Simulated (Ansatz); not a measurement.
Reaction (cleavage of the Ga–Si bond): `[CH3][GaH][SiH3]` + CH₃OH → `C[O][GaH][CH3]` + SiH₄

Program: Ansatz. Geometries: PBE0-D4/def2-TZVP. ΔE: electronic, gas phase. CBS: MP2 limit from def2 TZ/QZ plus the TZ coupled-cluster correction, frozen cores. This one scheme is used for every species. DFT in def2-TZVPP. For Ga outer-core shells are correlated without core-valence functions, which leaves a few kJ/mol of doubt a bond. Scalar relativity is left out up to krypton. Each species was taken in one conformer, which may not be the lowest.

```csv
level,ΔE (eV)
PBE-D4,-0.45
r2SCAN0-D4,-0.54
PBE-QIDH,-0.54
CCSD/CBS(def2),-0.57
```

Task: What does CCSD(T)/CBS give? (Best estimate.)

Result: Ansatz gave: -0.58 eV. The listed levels differ from it by 0.13, 0.04, 0.04, 0.01 eV.

Largest T1 diagnostic among the species: 0.014.

Leaving LDA and LC-ωPBE aside and taking each functional with its dispersion term where it has one, the values, not all of them listed here, spread over 0.21 eV, from CAM-B3LYP-D4 to HSE06-D4. LDA lies −0.06 eV from PBE without D4. At CCSD(T), def2-SVP lies −0.16 eV from the extrapolated value and def2-TZVPP −0.04 eV.
